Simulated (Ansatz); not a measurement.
Relaxation of ClFH3NSi (7 atoms, charge 0, multiplicity 1), to a largest force component of 0.03 eV/Å in at most 50 steps.

These are results of UKS PBE0/6-31G* in Ansatz, not measurements.

```xyz
7
Properties=species:S:1:pos:R:3
Si -0.185 0.736 0.453
F -0.785 -1.377 -1.555
N 1.241 0.106 0.116
H 0.109 -1.234 -1.394
H -0.883 1.544 -0.556
Cl -1.295 0.658 2.167
H 1.800 -0.433 0.768
```

Problem. Where does it end, and by what steps?

Solution. The forces met the threshold. The force dipped under the threshold on the way, but the program's further checks kept it going. After 42 steps the energy has fallen by 3.813 eV; H4 moved furthest, 2.10 Å. Parted: F2–H4. Joined: Si1–F2, N3–H4.

```csv
step,energy less start (eV),largest force component (eV/Å),accepted
0,0.0000,1.185,yes
2,-0.1069,0.355,yes
4,-0.1854,0.411,yes
6,-0.3907,1.014,yes
8,-0.7721,2.453,yes
10,-2.7216,2.920,yes
12,-3.5663,0.989,yes
14,-3.6894,0.700,yes
16,-3.7518,0.307,yes
18,-3.6307,2.546,no
20,-3.7801,0.387,yes
22,-3.7881,0.288,yes
24,-3.7929,0.061,yes
26,-3.7934,0.062,yes
28,-3.7941,0.107,yes
30,-3.7947,0.068,yes
32,-3.7671,1.328,no
34,-3.8053,0.149,yes
36,-3.8087,0.094,yes
38,-3.8100,0.320,no
40,-3.8126,0.069,yes
42,-3.8128,0.005,yes
```

```xyz
7
Properties=species:S:1:pos:R:3
Si -0.543 0.306 -0.043
F -1.478 -0.294 -1.203
N 1.029 -0.329 0.016
H 1.217 -1.251 0.385
H -0.493 1.767 -0.239
Cl -1.467 -0.173 1.723
H 1.736 -0.026 -0.640
```

Whether the end is a true minimum wasn't checked by a vibrational analysis.

The run took 110 s on 2 threads of Arm Neoverse V1, on a shared host, peak memory 0.2 GiB.
